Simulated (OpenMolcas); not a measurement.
Hf3+ (d1) among equal point charges was computed by CASSCF with the d shell active (OpenMolcas, ANO-RCC-VDZP on the metal). Its lowest spin-free states, and all those of the highest spin:

```json
{"2S+1": "2", "Degeneracy": "2", "E (cm-1)": "0.0"}
{"2S+1": "2", "Degeneracy": "3", "E (cm-1)": "2180"}
```

Problem. Is the site octahedral, tetrahedral or cube-like, axial, or of lower symmetry?

Solution. The states with 2S+1 = 2 have orbital degeneracies 2, 3. Threefold states need a cubic site. For d1 at this spin an octahedron puts the threefold T2 below the twofold E and a tetrahedron or cube puts the twofold E below the threefold T2, so the site is a tetrahedron or a cube, which this pattern cannot tell apart. The first gap at this spin, 2180 cm-1, is |10Dq| in ligand-field theory. The run had Hf3+ among 4 point charges of -2.5 e arranged as a tetrahedron (Td), 2.38 Å from the ion.

Spin-orbit coupling mixes the spin-free states strongly: the lowest level takes only 68 % from its leading state, 2E. An orbital doublet at a regular site is open to a Jahn-Teller distortion, which this geometry leaves out. The ground term spreads over less than 5000 cm-1, several times less than with real ligands, so orbital moments are less quenched and χT lies further from the spin-only value than at real sites. This is an electrostatic model: the charges have no orbitals. No measured value stands beside these numbers.
